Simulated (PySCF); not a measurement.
What builds the second ionisation energy along group 12

Calculated with PySCF 2.14 from differences of total energies of unrestricted determinants, without spin-orbit coupling. Each column adds one step, in eV (sums use unrounded values): valence MP2, valence CCSD, valence triples, then the next inner shell at CCSD(T) (Zn 3s 3p, Cd 4s 4p, Hg 5s 5p). References (NIST) marked * lie between the lowest fine-structure levels; the others compare directly ((s) semi-empirical, (t) theoretical).

```csv
element,UHF,+ MP2,+ CCSD,+ (T),+ inner shell,sum,reference
"Zn [Ar] 3d10 4s1 → [Ar] 3d10 (x2c-TZVPPall with one added diffuse shell each of s, p, d, f type, spin-free X2C)",16.878,1.013,-0.105,0.082,0.035,17.905,17.964
"Cd [Kr] 4d10 5s1 → [Kr] 4d10 (x2c-TZVPPall with one added diffuse shell each of s, p, d, f type, spin-free X2C)",15.568,1.192,-0.174,0.070,0.090,16.747,16.908
"Hg [Xe] 4f14 5d10 6s1 → [Xe] 4f14 5d10 (x2c-TZVPPall with one added diffuse shell each of s, p, d, f type, spin-free X2C)",17.097,1.452,-0.223,0.078,0.091,18.495,18.757
```

What remains against the references is mostly basis incompleteness.

These are valence bases, so the inner-shell step is incomplete.
